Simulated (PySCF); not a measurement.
**The second ionisation energy along group 12**

All values are computed (PySCF 2.14, energy differences of UHF-based or UKS calculations, no spin-orbit coupling). Values in eV. The last column holds reference values (NIST; (s) semi-empirical, (t) theoretical, else measured). Unmarked ones compare directly (S terms, centres of terms, or small fine structure); those marked * lie between the lowest fine-structure levels and include a spin-orbit shift.

```csv
element,configurations,UHF,MP2 (valence),SCS-MP2 (valence),CCSD(T) (valence),LDA,PBE0,reference
"Zn (aug-cc-pVTZ-PP with ECP10MDF, ECP)",[Ar] 3d10 4s1 → [Ar] 3d10,16.848,17.876,17.712,17.856,19.018,18.287,17.964
"Cd (aug-cc-pVTZ-PP with ECP28MDF, ECP)",[Kr] 4d10 5s1 → [Kr] 4d10,15.549,16.804,16.609,16.709,17.809,17.069,16.908
"Hg (aug-cc-pVTZ-PP with ECP60MDF, ECP)",[Xe] 4f14 5d10 6s1 → [Xe] 4f14 5d10,17.111,18.669,18.451,18.504,19.521,18.782,18.757
```

**Question.** Which of these methods has the smallest mean absolute error against the measured values here?

**Answer.** MP2 (valence), with 0.093 eV.

```csv
method,elements,mean error (eV),mean absolute error (eV),largest error (eV)
UHF,3,-1.374,1.374,-1.646
MP2 (valence),3,-0.093,0.093,-0.104
SCS-MP2 (valence),3,-0.286,0.286,-0.305
CCSD(T) (valence),3,-0.187,0.187,-0.252
LDA,3,0.906,0.906,1.054
PBE0,3,0.169,0.169,0.322
```

Errors include the incompleteness of the basis and the frozen core.

"Valence" correlates the outer s and p shells and, in groups 3 to 12 and the f block, the outer d or f shell, open or full, or the next shell where the ion has no valence electron left; the wider scheme adds the next inner shell.
